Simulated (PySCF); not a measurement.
Ti(Cl)3(SH) (Cl3HSTi), SMILES [SH][Ti]([Cl])([Cl])[Cl], multiplicity 1. The structure is a stationary point at B3LYP-D3(BJ)/def2-SVP. The spin state was assumed, not searched. The structure was generated by enumeration; whether it is a known compound was not checked. The values are those of a single conformer.

Method: B3LYP-D3(BJ)/def2-SVP in PySCF.

Harmonic wavenumbers (cm⁻¹): 92, 108, 128, 133, 133, 165, 371, 446, 491, 493, 547, 2634. Rotational constants (GHz): 1.160, 1.123, 1.095; symmetry number 1.

**Question.** Work out the zero-point energy and the ideal-gas rigid-rotor harmonic-oscillator thermochemistry at 298.15 K and 1 atm.

**Answer.** ZPE = ½ Σ hcν = ½ × 5740 cm⁻¹ = 8.21 kcal/mol. H − E(el) = 13.95 kcal/mol. Entropy in cal/(mol K): translation 41.59, rotation 29.80, vibration 21.99, total 93.38. G − E(el) = -13.89 kcal/mol. Cp = 26.08 cal/(mol K). Modes under 150 cm⁻¹ make the vibrational entropy uncertain.
